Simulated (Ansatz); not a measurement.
How methods differ on Si2H6O2 (SMILES O[SiH2][SiH2]O)

Si2H6O2: 10 atoms, total charge 0, spin state singlet. SMILES: `O[SiH2][SiH2]O`. The coordinates come from a PBE0-D4/def2-TZVP relaxation. This is one conformer, not always the lowest.

```xyz
10

O    -1.0233    1.8877    1.0290
Si    0.1143    0.6860    0.9597
Si   -0.1486   -0.6736   -0.9477
O     0.9872   -1.8770   -1.0149
H    -1.0133    2.5455    0.3328
H    -0.0791   -0.1129    2.1991
H     1.4983    1.2467    0.9863
H    -1.5335   -1.2320   -0.9755
H     0.0475    0.1243   -2.1873
H     0.9757   -2.5341   -0.3180
```

Quantity: the electronic atomisation energy, in eV. The values are calculated. Electronic energies at fixed atoms, without zero-point motion or spin-orbit coupling.

| level | kind | program | value (eV) | CPU time (all runs) |
| --- | --- | --- | --- | --- |
| HF/6-31G* (spherical functions) | Hartree–Fock | Ansatz | 24.12 | 2.1 s |
| SVWN5/6-31G* (spherical functions) | LDA | Ansatz | 38.51 | 5 s |
| revPBE/6-31G* (spherical functions) | GGA | Ansatz | 32.75 | 8.1 s |
| PBE0/6-31G* (spherical functions) | global hybrid | Ansatz | 33.24 | 8.8 s |
| r2SCAN0/6-31G* (spherical functions) | hybrid meta-GGA | Ansatz | 33.21 | 18 s |
| B2PLYP/6-31G* (spherical functions) | double hybrid | Ansatz | 32.59 | 12 s |
| PBE-QIDH/6-31G* (spherical functions) | double hybrid | Ansatz | 32.32 | 12 s |
| RPA@PBE0/6-31G* (spherical functions) | RPA | Ansatz | 29.96 | 13 s |
| MP2/6-31G* (spherical functions) | perturbation theory | Ansatz | 30.73 | 2.5 s |
| CCSD/6-31G* (spherical functions) | coupled cluster or CI | Ansatz | 30.08 | 9.1 s |

Correlated wave functions underbind in double-zeta sets. The values span 24.12 to 38.51 eV. In so small a basis fixed costs decide the times, and correlated methods can beat functionals. Times are those of the runs behind each value, whatever else they computed, on shared processors of several kinds: orders of magnitude only.
